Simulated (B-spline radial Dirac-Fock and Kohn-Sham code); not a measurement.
# How the settings move the core levels of V⁵⁺

ΔSCF core binding energies without Breit or QED terms, calculated with an atomic code on a B-spline grid. Keys: rel is the Hamiltonian (dirac, or spin-free x2c and nr, where L3 and M5 stand for the whole 2p and 3d shells), method is hf or an exchange,correlation pair (spin-unpolarised, also for the hole states), nuc the nuclear model, radius_factor scales its radius, rmax is the box in bohr, h the logarithmic mesh step, order the B-spline order, points the quadrature points per cell, c_factor scales the speed of light, and damp, ndamp, maxit and tol steer the iteration. The run stops when the commutator error falls below 10·tol·max(1, Z/10), or the numerical noise floor, and the energy has settled to about 1e-8 Ha; the virial ratio is −V/T.

Base input:

```json
{"items": [{"Z": 23, "q": 5, "cfg": [[1, 0, 2], [2, 0, 2], [2, 1, 6], [3, 0, 2], [3, 1, 6]], "A": 51, "rrms": 3.6002, "do": "settings", "holes": ["K", "L3", "M5"],
  "settings": [{"rel": "dirac", "method": "hf", "nuc": "fermi", "radius_factor": 1.0, "rmax": 45.0, "h": 0.3, "order": 8, "points": 10, "c_factor": 1.0, "maxit": 60, "damp": 0.5, "ndamp": 3, "tol": 1e-08}]}]}
```

The ground state converged in 9 iterations, with total energy -942.48165 Ha, virial ratio 1.98851 and highest orbital energy -128.07 eV. ΔSCF binding energies: K (1s) 5572.3 eV, L3 (2p3/2) 616.5 eV. Holes are computed only in closed shells, and unreliable hole states are left out.

Changes from the base run:

| changed setting | Δ total energy (Ha) | Δ K (eV) | Δ L3 (eV) | iterations |
| --- | --- | --- | --- | --- |
| order = 6 | +0.00002 | 0.00 | 0.00 | 9 |
| c_factor = 1.5 | +3.02210 | -21.68 | +0.82 | 9 |
| method = "b88,"; nuc = "gauss"; h = 0.12 | -0.03369 | +15.07 | -1.61 | 8 |
| radius_factor = 2.0; rmax = 80.0; order = 6 | +0.00648 | -0.08 | 0.00 | 9 |
| radius_factor = 2.0 | +0.00646 | -0.08 | 0.00 | 9 |
| rmax = 80.0 | 0.00000 | 0.00 | 0.00 | 9 |
| method = "b88," | ? | ? | ? | ? |

Q: What does the change method = "b88," do?

A: The total energy moves by -0.03366 Ha and the binding energies by K +15.07 eV, L3 -1.61 eV; the run takes 9 iterations.
